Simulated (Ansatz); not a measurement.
Input file for Ansatz (a quantum-chemistry and plane-wave program): R-B3LYP/def2-TZVPPD on H2Se (SMILES [SeH2]). Files ending in .json are basis or fitting sets from the Basis Set Exchange.

Ansatz 0.2 input:
```yaml
crystal:
  periodic: [false, false, false]
  atoms:
    - {symbol: Se, position_ang: [-0.03299106, 0.55159349, 3.19731004]}
    - {symbol: H, position_ang: [1.40280027, 0.29637002, 3.38945724]}
    - {symbol: H, position_ang: [-0.36905347, -0.81326807, 3.63065014]}
basis:
  gaussian:
    orbitals: def2-TZVPPD.json
hamiltonian:
  xc: {name: B3LYP}
scf: {lower_state_search: off}
```

The log:

```
WARN ansatz: RAYON_NUM_THREADS=1 ignored (pool sized by the plan → 1); use --threads N
Functional definition: B3LYP
these checks for a lower state are left out or cut short: stability, starts, cluster_reference, orbital_swaps, neighbouring_geometries, increment
integrals: 0.02 GiB planned
562 factors; their error is unknown
mean field: 0.22 GiB planned
mean field evaluation 1: about -65382.7919 eV, gradient 1.0e1 eV
mean field evaluation 2: about -65382.9447 eV, gradient 5.6e0 eV
mean field evaluation 4: about -65383.0416 eV, gradient 1.6e-1 eV
mean field evaluation 8: about -65383.2739 eV, gradient 2.6e-1 eV
mean field evaluation 16: about -65383.2739 eV, gradient 1.8e-6 eV
mean field -65383.27391597 eV, -2402.7909980371 hartree, gradient 1.8e-6 eV, S^2 0.000000; 0 other end points of the search recorded, 0 dependent functions left out
reference -65383.27412375 eV, -2402.7910056729 hartree; 18, 18 occupied and 73, 73 virtual orbitals, 562 factors
Total energy: -65383.27412375 eV, -2402.7910056729 hartree
Checks for a lower state left out: stability, starts, cluster_reference, orbital_swaps, neighbouring_geometries, increment
```

Self-consistency was reached.

Cost: very roughly 0.3 core-seconds.
